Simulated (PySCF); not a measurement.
# Computed vibrations of [Eu(N2)8]3+

[Eu(N2)8]3+ (singlet in the valence; each metal's 4f electrons, 6 of them, lie in its core potential, out of spins and levels). PySCF 2.14.0, RKS PBE0, Eu lcecp-1-SVP with ECP52, N def2-SVP; non-relativistic Hamiltonian with scalar-relativistic core potentials where named; density fitting; no spin-orbit coupling. Central differences of gradients.

```xyz
17

Eu    0.0000    0.0000    0.0000
N     2.2149    0.0000    1.3956
N     3.1446    0.0000    1.9831
N     0.0000    2.2149    1.3956
N     0.0000    3.1446    1.9831
N    -2.2149    0.0000    1.3956
N    -3.1446    0.0000    1.9831
N     0.0000   -2.2149    1.3956
N     0.0000   -3.1446    1.9831
N     1.5661    1.5661   -1.3956
N     2.2235    2.2235   -1.9831
N    -1.5661    1.5661   -1.3956
N    -2.2235    2.2235   -1.9831
N    -1.5661   -1.5661   -1.3956
N    -2.2235   -2.2235   -1.9831
N     1.5661   -1.5661   -1.3956
N     2.2235   -2.2235   -1.9831
```

Run from Python with OMP_NUM_THREADS=4. Where DIIS fails, smearing, a level shift and second-order steps follow.
It took 9.1 min on 4 threads of AMD EPYC 7R43 64-Core Processor (Zen 3) (shared host).

Task: What are the harmonic wavenumbers and infrared intensities?

Result: Modes are labelled in D4d; negative numbers are unstable modes, those under 60 cm⁻¹ near the noise; a finer grid moves soft modes by up to 10 cm⁻¹.
```csv
cm⁻¹,km/mol,symmetry
23,0.0,e
23,0.0,e
37,0.0,b1
49,0.1,e
49,0.1,e
53,0.6,b2
55,0.3,e
55,0.3,e
60,0.0,e
60,0.0,e
60,0.0,a1
65,0.0,e
65,0.0,e
182,0.0,e
182,0.0,e
186,0.0,e
186,0.0,e
192,0.0,a2
197,0.0,e
197,0.0,e
202,0.0,e
202,0.0,e
203,3.9,b2
204,0.0,b1
204,2.0,e
204,2.0,e
207,0.0,a1
218,0.0,e
218,0.0,e
230,0.0,e
230,0.0,e
232,48.1,b2
234,0.0,a1
237,0.0,e
237,0.0,e
241,59.5,e
241,59.5,e
2509,0.0,e
2509,0.0,e
2509,214.5,b2
2509,0.0,e
2509,0.0,e
2509,262.9,e
2509,262.9,e
2514,0.0,a1
```

Task: Is this a minimum?

Result: Yes, within the noise of the softest modes. Ideal gas at 298.15 K and 1 bar: S = 793.7 J/(mol K), Cp = 323.9 J/(mol K), H − H(0 K) = 72.7 kJ/mol (rigid rotor, harmonic modes, spin degeneracy alone, that of the 4f electrons in the core included; the modes under 60 cm⁻¹ make these uncertain).

An lcecp potential fixes the number of 4f electrons, so in runs with it no electron can move into or out of that shell.
